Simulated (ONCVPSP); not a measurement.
## An all-electron radial function and its pseudo partner (As (Z = 33))

Columns: radius, all-electron u(r) and pseudo u(r) of the 3s shell (level -211.66 eV) of arsenic in the configuration [Ne] 3s2 3p6 3d10 4s2 4p1; PBE, scalar-relativistic, ONCV scheme, ONCVPSP 4.0.1.

```csv
r (bohr),all-electron,pseudo
0.057,0.0296,0.2223
0.115,-0.7120,0.4426
0.172,-0.6766,0.6473
0.230,-0.1811,0.8372
0.288,0.4078,1.0017
0.345,0.8893,1.1328
0.402,1.2156,1.2286
0.460,1.3944,1.2869
0.518,1.4491,1.3043
0.575,1.4181,1.2834
0.632,1.3335,1.2296
0.690,1.2165,1.1475
0.747,1.0882,1.0481
0.805,0.9557,0.9360
0.862,0.8306,0.8226
0.920,0.7128,0.7103
0.977,0.6083,0.6077
1.035,0.5142,0.5140
1.092,0.4336,0.4334
1.150,0.3627,0.3626
1.208,0.3021,0.3020
1.265,0.2517,0.2516
1.322,0.2090,0.2090
1.380,0.1725,0.1725
1.438,0.1422,0.1421
1.495,0.1173,0.1172
```

Question: How many radial nodes do the two functions have?

Answer: The all-electron 3s function has n − l − 1 = 2; the pseudo-wave has 0, since the states of the same l below it are removed with the core.

Question: At about which radius was the pseudo-wave matched?

Answer: 1.15 bohr. The columns agree to 0.0005 from 1.03 bohr on; several derivatives are matched, so the curves merge somewhat inside the radius.

Question: Is the pseudo-wave norm-conserving?

Answer: Yes: the ONCV scheme keeps the norm inside the radius equal to the all-electron one, which fixes the energy derivative of the logarithmic derivative at the level.
